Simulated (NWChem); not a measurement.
[Cl][Ge][SH] (GeHSCl, singlet), optimised at PBE0/def2-SVP with NWChem:

| Item | Result |
|---|---|
| highest occupied level (eV) | -7.41 |
| orbital gap (eV) | 4.82 |
| dipole (D) | 2.58 |
| highest harmonic frequency (cm⁻¹) | 2698 |
| zero-point energy (kcal/mol) | 6.8 |

All stand in one matching conformer (torsions within 35°), which need not be the lowest. Low-valent species are run as closed-shell singlets; no triplet was tried in these runs.

**Question.** One Ge atom is replaced by Si, giving S[Si]Cl (SiHSCl, singlet), optimised at the same level. How do these values move?

**Answer.** 
```tsv
quantity	new value	change
highest occupied level (eV)	-7.20	+0.21
orbital gap (eV)	4.74	-0.08
dipole (D)	1.89	-0.69
highest harmonic frequency (cm⁻¹)	2697	-1
zero-point energy (kcal/mol)	7.2	+0.4
```
